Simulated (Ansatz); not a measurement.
## A geometry optimisation of C5H8Si2 with PBE0-D3(BJ)/def2-SVP

The starting geometry of this gas-phase singlet was optimised with GFN2-xTB; its bonds are those of `C#C[SiH2][SiH2]C#CC`.

```xyz
15

C    -4.1829    0.8592    2.3607
C    -3.1726    0.9429    1.7138
C     0.2661   -1.0402   -1.2615
C     1.2765   -0.9782   -1.9160
C     2.4898   -0.9091   -2.7006
Si   -1.6251    0.9942    0.6985
Si   -1.2802   -1.0857   -0.2557
H    -5.0652    0.8027    2.9316
H    -0.5574    1.4180    1.6174
H    -1.8234    2.0759   -0.2782
H    -1.1058   -2.1587    0.7359
H    -2.3615   -1.4945   -1.1662
H     3.2340   -1.5969   -2.2989
H     2.2805   -1.1809   -3.7354
H     2.8941    0.1032   -2.6758
```

Question: Predict what it relaxes into with PBE0-D3(BJ)/def2-SVP.

Answer: It keeps its bonds, and is `C#C[SiH2][SiH2]C#CC`.

The energy falls by 0.12 eV over 9 steps:

| step | E − E(last) (eV) |
| --- | --- |
| 1 | 0.124 |
| 2 | 0.012 |
| 3 | 0.002 |
| 4 | 0.001 |
| 5 | 0.000 |
| 6 | 0.000 |
| 7 | 0.000 |
| 8 | 0.000 |
| 9 | 0.000 |

Final geometry (Å):

```
atom    x (Å)    y (Å)    z (Å)
   C  -4.1784   0.8656   2.3571
   C  -3.1546   0.9486   1.7037
   C   0.2383  -1.0701  -1.2600
   C   1.2656  -0.9775  -1.9110
   C   2.4863  -0.8767  -2.6877
  Si  -1.6206   0.9901   0.6956
  Si  -1.2901  -1.1273  -0.2623
   H  -5.0822   0.7999   2.9367
   H  -0.4651   1.3510   1.5710
   H  -1.7593   2.0274  -0.3705
   H  -1.1672  -2.1527   0.8179
   H  -2.4602  -1.4763  -1.1239
   H   3.2582  -1.5584  -2.2977
   H   2.3049  -1.1383  -3.7419
   H   2.8914   0.1468  -2.6574
```

The end wasn't checked by frequencies. Run with Ansatz 0.2.0, 19 s on 4 threads of Arm Neoverse V1, with other jobs on the host.
